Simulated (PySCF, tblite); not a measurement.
Isomers of C3H4O3Si. Method: GFN2-xTB as coded in tblite; computed harmonic values from a numerical Hessian at the method's own geometry, unscaled. The method is semi-empirical: single wavenumbers can be off by several per cent or more. Modes of hydrogen on silicon can be 10 to 20 % off. One conformer each.

Electronic energies: PBE0/pcSseg-1 single points on the GFN2-xTB geometries (PySCF, gas phase).

```
                 SMILES  electronic energy, lowest = 0 (kJ/mol)
     O=C1CC(=O)[SiH2]O1                                    70.6
       O=C(O)C#C[SiH2]O                                   164.5
O=C[C@@H]1OC(=O)[SiH2]1                                   250.0
       C=C1O[SiH2]OC1=O                                     0.0
       O=C1OC=CO[SiH2]1                                   148.7
```

Question: How do GFN2-xTB zero-point energies change the relative energies?

Answer: 
| SMILES | ZPE (kJ/mol) | of it from modes above 1550 cm⁻¹ | electronic (kJ/mol) | with ZPE, lowest = 0 (kJ/mol) | lowest mode (cm⁻¹) | rings |
| --- | --- | --- | --- | --- | --- | --- |
| C=C1O[SiH2]OC1=O | 173.9 | 87.3 | 0.0 | 0.0 | 122 | 1 |
| O=C1CC(=O)[SiH2]O1 | 170.8 | 85.2 | 70.6 | 67.5 | 30 | 1 |
| O=C1OC=CO[SiH2]1 | 171.6 | 85.5 | 148.7 | 146.5 | 60 | 1 |
| O=C(O)C#C[SiH2]O | 163.7 | 94.3 | 164.5 | 154.2 | 19 | 0 |
| O=C[C@@H]1OC(=O)[SiH2]1 | 166.0 | 83.6 | 250.0 | 242.0 | 76 | 1 |

The zero-point energies span 10.2 kJ/mol, from `O=C(O)C#C[SiH2]O` to `C=C1O[SiH2]OC1=O`. The order is unchanged.

Question: And how do the electronic energies of GFN2-xTB itself compare?

Answer: `C=C1O[SiH2]OC1=O` 0.0; `O=C1CC(=O)[SiH2]O1` 148.7; `O=C1OC=CO[SiH2]1` 182.3; `O=C(O)C#C[SiH2]O` 269.6; `O=C[C@@H]1OC(=O)[SiH2]1` 388.7 kJ/mol, lowest = 0. Against the energies above, taken from the same isomer `C=C1O[SiH2]OC1=O`, the largest difference is 138.7 kJ/mol.

Question: What do entropy and thermal enthalpy add at 298.15 K and 1 bar (rigid rotor, harmonic oscillator, one conformer each)?

Answer: 
```
                 SMILES  point group  symmetry number  S (J/(mol K))  H − H(0) (kJ/mol)  ZPE + H − H(0) − TS (kJ/mol)
       C=C1O[SiH2]OC1=O           Cs                1          339.2              20.23                          93.0
     O=C1CC(=O)[SiH2]O1           C1                1          355.8              21.26                          86.0
       O=C1OC=CO[SiH2]1           Cs                1          346.7              20.82                          89.1
O=C[C@@H]1OC(=O)[SiH2]1           C1                1          360.1              22.59                          81.2
```

Not tabulated: `O=C(O)C#C[SiH2]O` (lowest mode only 19 cm⁻¹).
